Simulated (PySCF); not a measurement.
CH₃F₃Si, SMILES F[SiH2]C(F)F.

Geometry optimised at PBE-D3(BJ)/def2-SVP. Other conformers were not sampled.

Calculation: PySCF with HF/def2-TZVP.

Symmetry labels are those of the subgroup Cs that the program uses (full group Cs).

Computed valence orbital energies around the gap with their symmetry:
```
orbital  symmetry  energy (eV)
-------  --------  -----------
HOMO−7         A"       -18.46
HOMO−6         A'       -18.18
HOMO−5         A"       -18.15
HOMO−4         A'       -17.45
HOMO−3         A"       -17.38
HOMO−2         A'       -16.13
HOMO−1         A"       -13.87
HOMO           A'       -12.88
LUMO           A'         2.63
LUMO+1         A'         3.61
LUMO+2         A'         4.47
LUMO+3         A"         4.65
```
